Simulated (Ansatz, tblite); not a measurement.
Forces on Ca3Se3 at its PBE0-D4/def2-SVP geometry. Charge 0, multiplicity 1.

The xTB rows come from tblite. The structure comes from a short search, and lower isomers may exist.

GFN1-xTB (tblite), largest force 0.76 eV/Å:

```xyz
6
positions Å, forces eV/Å
Ca   -0.854   -0.819    0.429    0.203    0.139   -0.095
Ca    1.725    1.060    2.015   -0.469   -0.385   -0.136
Ca   -0.202    0.542   -2.795   -0.219   -0.316    0.485
Se   -1.767   -1.397   -2.100    0.490    0.475    0.326
Se    0.845    1.468   -0.496   -0.103   -0.282    0.070
Se    0.254   -0.853    2.947    0.099    0.369   -0.650
```

GFN2-xTB (tblite), largest force 0.22 eV/Å:

```
Ca -0.063 -0.054 0.033
Ca -0.025 -0.035 0.060
Ca -0.056 -0.043 -0.020
Se 0.146 0.157 0.030
Se -0.076 -0.162 0.046
Se 0.074 0.136 -0.149
```

PBE0-D4/def2-TZVP (Ansatz), largest force 0.02 eV/Å:

```
Ca -0.007 -0.006 0.008
Ca 0.001 0.005 0.000
Ca 0.003 0.008 -0.006
Se -0.011 -0.012 -0.010
Se 0.014 0.015 -0.010
Se 0.001 -0.010 0.019
```
